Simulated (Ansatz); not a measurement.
Cost and result for the atomization energy of CH₃F₃Si, SMILES `FC(F)(F)[SiH3]` (8 atoms, 7 bonds).

Z-matrix (Å, degrees):
```
C
F 1 1.345
F 1 1.345 2 106.9
F 1 1.345 2 106.9 3 -114.1
Si 1 1.934 2 111.9 3 122.9
H 5 1.480 1 107.3 2 59.9
H 5 1.480 1 107.3 2 179.9
H 5 1.480 1 107.3 2 -60.1
```

The species carries charge 0 and has multiplicity 1. Geometry: relaxed with PBE0-D4/def2-TZVP. Program: Ansatz. All runs use 4 threads of an Arm Neoverse V2 on a shared host. Times are those of one run each, without the atoms' runs, and a repeat can differ threefold. Electronic energies, without spin–orbit coupling; frozen cores. CCSD(T)/CBS adds CCSD(T) − MP2 in def2-TZVPP to the MP2 limit, and its time is that of the two runs behind it. T1 = 0.013. B3LYP takes the VWN-RPA correlation (the form of Gaussian; ORCA's B3LYP/G).

CCSD(T)/CBS is a level of theory with its own doubt, some kJ/mol a heavy atom from the limit and from the frozen cores, so smaller differences don't rank the functionals.

```tsv
level	functions	wall time
LDA (SPW92)/def2-TZVPP	208	0.8 s
PBE-D4/def2-TZVPP (with forces)	208	1.6 s
PBE0-D4/def2-TZVPP	208	1.7 s
B3LYP-D4/def2-TZVPP (with forces)	208	2.6 s
CCSD(T)/def2-SVP	89	2.7 s
B2PLYP/def2-TZVPP	208	3.2 s
PBE-QIDH/def2-TZVPP	208	3.2 s
ωB97X-V/def2-TZVPP	208	4.2 s
B97M-V/def2-TZVPP	208	4.9 s
ωB97M-V/def2-TZVPP (with forces)	208	7 s
MP2/def2-QZVPP	388	10 s
CCSD(T)/def2-TZVPP	208	67 s
CCSD(T)/CBS(def2)	–	77 s
```

(1) What atomization energy does each give, and how far from CCSD(T)/CBS? (Estimate.)

Results:

(1) The calculation gave: 
```json
{"level": "LDA (SPW92)/def2-TZVPP", "atomization (kJ/mol)": "3274.4", "difference from CCSD(T)/CBS": "507.1", "per bond": "72.4"}
{"level": "PBE-D4/def2-TZVPP (with forces)", "atomization (kJ/mol)": "2840.9", "difference from CCSD(T)/CBS": "73.6", "per bond": "10.5"}
{"level": "PBE0-D4/def2-TZVPP", "atomization (kJ/mol)": "2754.1", "difference from CCSD(T)/CBS": "-13.2", "per bond": "-1.9"}
{"level": "B3LYP-D4/def2-TZVPP (with forces)", "atomization (kJ/mol)": "2750.8", "difference from CCSD(T)/CBS": "-16.5", "per bond": "-2.4"}
{"level": "CCSD(T)/def2-SVP", "atomization (kJ/mol)": "2604.2", "difference from CCSD(T)/CBS": "-163.1", "per bond": "-23.3"}
{"level": "B2PLYP/def2-TZVPP", "atomization (kJ/mol)": "2729.0", "difference from CCSD(T)/CBS": "-38.3", "per bond": "-5.5"}
{"level": "PBE-QIDH/def2-TZVPP", "atomization (kJ/mol)": "2730.9", "difference from CCSD(T)/CBS": "-36.4", "per bond": "-5.2"}
{"level": "ωB97X-V/def2-TZVPP", "atomization (kJ/mol)": "2787.8", "difference from CCSD(T)/CBS": "20.5", "per bond": "2.9"}
{"level": "B97M-V/def2-TZVPP", "atomization (kJ/mol)": "2763.3", "difference from CCSD(T)/CBS": "-4.0", "per bond": "-0.6"}
{"level": "ωB97M-V/def2-TZVPP (with forces)", "atomization (kJ/mol)": "2777.9", "difference from CCSD(T)/CBS": "10.6", "per bond": "1.5"}
{"level": "MP2/def2-QZVPP", "atomization (kJ/mol)": "2814.3", "difference from CCSD(T)/CBS": "47.0", "per bond": "6.7"}
{"level": "CCSD(T)/def2-TZVPP", "atomization (kJ/mol)": "2687.5", "difference from CCSD(T)/CBS": "-79.8", "per bond": "-11.4"}
{"level": "CCSD(T)/CBS(def2)", "atomization (kJ/mol)": "2767.3", "difference from CCSD(T)/CBS": "0.0", "per bond": "0.0"}
```

Leaving LDA and LC-ωPBE aside and taking each functional with its dispersion term where it has one, the values, not all of them listed here, spread over 205.9 kJ/mol, from BHLYP-D4 to PBE-D4. LDA lies +446.5 kJ/mol from PBE without D4, its usual overbinding. In def2-TZVPP, CCSD(T) changes the Hartree–Fock value by +742.2 kJ/mol (the triples alone add +48.6 kJ/mol) and MP2 by +821.5 kJ/mol; breaking electron pairs costs correlation energy, which Hartree–Fock lacks. From BLYP to BHLYP (50 % exact exchange), in def2-TZVPP and without D4, the atomization energy moves by −120.6 kJ/mol: exact exchange takes away binding that semilocal exchange gives to molecules.
